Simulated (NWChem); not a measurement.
# disulfane (H2S2); SMILES SS

All runs: NWChem. Pople sets run with spherical d functions. Structure relaxed at the PBE0/def2-SVP level. Static field.

```csv
level,basis functions,isotropic polarisability (bohr³),anisotropy (bohr³)
PBE/6-31G*,40,___,21.1
PBE/6-31+G*,48,35.9,17.9
PBE/def2-SVP,46,29.6,19.6
PBE/def2-SVPD,70,45.6,18.5
PBE/def2-TZVP,86,36.5,21.5
PBE/aug-cc-pVDZ,72,44.5,19.0
PBE/Sadlej pVTZ,82,46.4,19.1
PBE/def2-TZVPD,110,46.4,19.4
PBE/aug-cc-pVTZ,146,46.0,19.3
```

### Question
Complete the blanks.

### Answer

- PBE/6-31G*, isotropic polarisability (bohr³): 30.8
